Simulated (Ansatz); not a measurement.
System: ScF, net charge 0, singlet state. 
Geometry from a B3LYP-D3(BJ)/def2-TZVP (Ansatz, a quantum-chemistry and plane-wave program) optimisation:
```xyz
2

Sc     0.0000     0.0000    -0.5379
F      0.0000     0.0000     1.2551
```
Charge 0, spin multiplicity 1.

Quantity: vertical electron affinity (to the doublet state of charge -1; a negative value means that the extra electron is unbound and the number depends on the basis; each state is the SCF solution reached for its spin; the UHF <S^2> is 1.36 for the doublet (pure: 0.75); for the doublet the Hartree-Fock reference is unstable and T1 is 0.098; for the singlet the Hartree-Fock reference is unstable and T1 is 0.020), in eV. Correlated levels leave the core frozen unless marked. Open shells are spin-unrestricted. Spin-orbit coupling is left out. The frozen core is the preceding noble-gas configuration, with the filled d and f shells of earlier blocks. No relativistic terms. Anions need diffuse functions: def2-D sets add few. 

| level | program | vertical electron affinity (eV) |
|---|---|---|
| PBE/def2-TZVPD | Ansatz | 0.93 |
| B3LYP/def2-TZVPD | Ansatz | 0.97 |
| BHLYP/def2-TZVPD | Ansatz | 0.93 |
| CAM-B3LYP/def2-TZVPD | Ansatz | 0.93 |
| wB97X/def2-TZVPD | Ansatz | 0.82 |
| CCSD(T)/def2-TZVPPD | Ansatz | 0.54 |
